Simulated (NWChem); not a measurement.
System: C2F3, doublet; SMILES F[C]=C(F)F

The following NWChem deck was run.

```
start job
memory heap 200 mb stack 900 mb global 1100 mb
geometry units angstroms noautosym nocenter noautoz
  F      0.022183     1.948769     0.000000
  C     -0.574243     0.799035     0.000000
  C     -0.065957    -0.419906     0.000000
  F      1.218609    -0.698879     0.000000
  F     -0.805590    -1.499480     0.000000
end
basis spherical
  * library 6-31g*
end
dft
  odft
  mult 2
  xc xpbe96 cpbe96
  iterations 150
end
cosmo
  do_cosmo_smd true
  solvent water
end
task dft energy
```

Parts of the log:

```
             Northwest Computational Chemistry Package (NWChem) 7.3.0
             --------------------------------------------------------

                             Geometry "geometry" -> ""
                             -------------------------

 Output coordinates in angstroms (scale by  1.889725989 to convert to a.u.)

  No.       Tag          Charge          X              Y              Z
 ---- ---------------- ---------- -------------- -------------- --------------
    1 F                    9.0000     0.02218300     1.94876900     0.00000000
    2 C                    6.0000    -0.57424300     0.79903500     0.00000000
    3 C                    6.0000    -0.06595700    -0.41990600     0.00000000
    4 F                    9.0000     1.21860900    -0.69887900     0.00000000
    5 F                    9.0000    -0.80559000    -1.49948000     0.00000000

 Effective nuclear repulsion energy (a.u.)     163.2495376263

  pbe96 is a nonlocal functional; adding pw91lda local functional.

                                 NWChem DFT Module
                                 -----------------

 Summary of "ao basis" -> "ao basis" (spherical)
 ------------------------------------------------------------------------------
       Tag                 Description            Shells   Functions and Types
 ---------------- ------------------------------  ------  ---------------------
 F                           6-31g*                  6       14   3s2p1d
 C                           6-31g*                  6       14   3s2p1d

 in cosmo_initialize ...
 calling solv_data for solv:h2o

 solvent parameters
 solvname_short: h2o
 solvname_long:  water
 dielec:       78.4000
 dielecinf:     1.7769
 aqueous SMD model solvent descriptors
 dielec:       78.4000
 sola:          0.8200

          ---------------
          -cosmo- solvent
          ---------------
 Cosmo: York-Karplus, doi: 10.1021/jp992097l
 dielectric constant -eps-     =  78.40
 screen = (eps-1)/(eps    )    =   0.98724
 surface charge correction     = lagrangian

   van der Waals surface
 --------------------------

 ---------- ATOMIC COORDINATES (A.U.) ------------ VDWR(ANG.) --
     1    0.04191979    3.68263943    0.00000000     1.730
     2   -1.08516192    1.50995721    0.00000000     1.850
     3   -0.12464066   -0.79350728    0.00000000     1.850
     4    2.30283710   -1.32068981    0.00000000     1.730
     5   -1.52234436   -2.83360633    0.00000000     1.730
 number of segments per atom =        128
 number of   points per atom =        128
 atom (   nspa,  nppa )
 ----------------------
    1 (     86,     0 )       0
    2 (     58,     0 )       0
    3 (     32,     0 )       0
    4 (     86,     0 )       0
    5 (     82,     0 )       0
 number of -cosmo- surface points =      344
 molecular surface =     95.474 angstrom**2
 molecular volume  =     71.572 angstrom**3
 -lineq- algorithm             =   0
 -bem- low  level              =   3
 -bem- from -octahedral-
 gaussian surface charge width =   4.50000
 degree of switching           =   1.00000
 switching function tolerance  =   0.00010
 atomic radii =
 --------------
    1  9.000  1.730
    2  6.000  1.850
    3  6.000  1.850
    4  9.000  1.730
    5  9.000  1.730
 ...... end of -cosmo- initialization ......

 nat:                     5
 ixmem:                  1509
 calling mnsol_interface()
 G(SMD-CDS) energy (kcal/mol)  =     5.277
 SMD-CDS SASA (angstrom**2)    =   105.216

[...]

                                COSMO-SMD solvation results
                                ---------------------------

             internal energy in gas <Psi(g)|H|Psi(g)> =      -375.211278235713
         internal energy in solvent <Psi(s)|H|Psi(s)> =      -375.211246132952
                               delta internal energy  =         0.000032102761 (    0.02 kcal/mol)
   total free energy in solvent <Psi(s)|H+V/2|Psi(s)> =      -375.212008130452
 polarization energy contribution <Psi(s)|V/2|Psi(s)> =        -0.000761997500 (   -0.48 kcal/mol)
    total free energy in solvent including G(SMD-CDS) =      -375.203598481777
                       G(SMD-CDS) energy contribution =         0.008409648676 (    5.28 kcal/mol)
     1 M fixed-concentration free energy of solvation =         0.007679753937 (    4.82 kcal/mol)

                    DFT Final Alpha Molecular Orbital Analysis
                    ------------------------------------------

 Vector   18  Occ=1.000000D+00  E=-3.614484D-01
              MO Center=  3.0D-02, -1.0D+00,  7.0D-10, r^2= 1.9D+00
   Bfn.  Coefficient  Atom+Function         Bfn.  Coefficient  Atom+Function
  ----- ------------  ---------------      ----- ------------  ---------------
    59      0.479162  5 F  px                46      0.372908  4 F  py
    63      0.320029  5 F  px                50      0.244723  4 F  py
    45      0.239873  4 F  px                60     -0.196748  5 F  py
    49      0.163303  4 F  px                64     -0.129271  5 F  py
     4      0.089694  1 F  py                 3     -0.088420  1 F  px

 Vector   19  Occ=1.000000D+00  E=-2.344185D-01
              MO Center= -6.0D-01,  9.1D-01,  3.6D-10, r^2= 1.5D+00
   Bfn.  Coefficient  Atom+Function         Bfn.  Coefficient  Atom+Function
  ----- ------------  ---------------      ----- ------------  ---------------
    17      0.503465  2 C  px                20     -0.468254  2 C  s
     3     -0.346794  1 F  px                21      0.276689  2 C  px
     7     -0.264634  1 F  px                34      0.184108  3 C  s
    32      0.170946  3 C  py                46     -0.156411  4 F  py
    16     -0.145031  2 C  s                 30      0.124262  3 C  s

 Vector   20  Occ=1.000000D+00  E=-2.100667D-01
              MO Center= -2.4D-01,  2.7D-01, -2.7D-10, r^2= 2.0D+00
   Bfn.  Coefficient  Atom+Function         Bfn.  Coefficient  Atom+Function
  ----- ------------  ---------------      ----- ------------  ---------------
    19      0.430015  2 C  pz                33      0.359431  3 C  pz
     5     -0.285143  1 F  pz                23      0.275930  2 C  pz
    61     -0.240241  5 F  pz                47     -0.231101  4 F  pz
     9     -0.226771  1 F  pz                65     -0.184220  5 F  pz
    51     -0.178816  4 F  pz                37      0.172986  3 C  pz

 Vector   21  Occ=0.000000D+00  E= 8.759219D-03
              MO Center= -2.6D-01,  1.0D-01,  3.5D-10, r^2= 1.8D+00
   Bfn.  Coefficient  Atom+Function         Bfn.  Coefficient  Atom+Function
  ----- ------------  ---------------      ----- ------------  ---------------
    33      0.570644  3 C  pz                23     -0.500638  2 C  pz
    37      0.496644  3 C  pz                19     -0.473594  2 C  pz
    47     -0.204171  4 F  pz                61     -0.201692  5 F  pz
     5      0.190942  1 F  pz                65     -0.179034  5 F  pz
    51     -0.177589  4 F  pz                 9      0.172521  1 F  pz

 Vector   22  Occ=0.000000D+00  E= 5.202935D-02
              MO Center= -3.1D-01,  5.3D-01,  7.7D-10, r^2= 2.1D+00
   Bfn.  Coefficient  Atom+Function         Bfn.  Coefficient  Atom+Function
  ----- ------------  ---------------      ----- ------------  ---------------
    20      0.625162  2 C  s                  6     -0.561229  1 F  s
    22      0.508622  2 C  py                35      0.381624  3 C  px
    31      0.353906  3 C  px                 8      0.337246  1 F  py
    62      0.318001  5 F  s                  4      0.306241  1 F  py
    18      0.272150  2 C  py                60      0.245218  5 F  py

 Vector   23  Occ=0.000000D+00  E= 1.216114D-01
              MO Center=  1.3D-01, -7.4D-01, -1.9D-09, r^2= 1.5D+00
   Bfn.  Coefficient  Atom+Function         Bfn.  Coefficient  Atom+Function
  ----- ------------  ---------------      ----- ------------  ---------------
    34      1.664100  3 C  s                 48     -0.642084  4 F  s
    62     -0.565485  5 F  s                 49      0.453749  4 F  px
    36     -0.353654  3 C  py                45      0.333019  4 F  px
    32     -0.326788  3 C  py                63     -0.318808  5 F  px
    22      0.285270  2 C  py                64     -0.258455  5 F  py

                     DFT Final Beta Molecular Orbital Analysis
                     -----------------------------------------

 Vector   17  Occ=1.000000D+00  E=-3.771670D-01
              MO Center=  2.3D-01, -1.1D+00, -3.0D-09, r^2= 1.6D+00
   Bfn.  Coefficient  Atom+Function         Bfn.  Coefficient  Atom+Function
  ----- ------------  ---------------      ----- ------------  ---------------
    47      0.486837  4 F  pz                61     -0.471680  5 F  pz
    51      0.336536  4 F  pz                65     -0.326695  5 F  pz
    41     -0.030446  3 C  d  1

 Vector   18  Occ=1.000000D+00  E=-3.601385D-01
              MO Center=  7.5D-02, -9.8D-01,  5.9D-10, r^2= 1.9D+00
   Bfn.  Coefficient  Atom+Function         Bfn.  Coefficient  Atom+Function
  ----- ------------  ---------------      ----- ------------  ---------------
    59      0.468097  5 F  px                46      0.387486  4 F  py
    63      0.313233  5 F  px                50      0.255023  4 F  py
    45      0.234558  4 F  px                60     -0.190837  5 F  py
    49      0.159607  4 F  px                64     -0.125513  5 F  py
     3     -0.104323  1 F  px                 4      0.097267  1 F  py

[...]
```

Level: PBE/6-31G* (spherical d), spin-unrestricted, SMD on the gas-phase geometry. In the optimisation the excess spin sits in a' (Cs, its own frame). All runs use the structure optimised with PBE0/def2-SVP, spin-unrestricted. No stability test was run on the SCF state. Solvent: water.
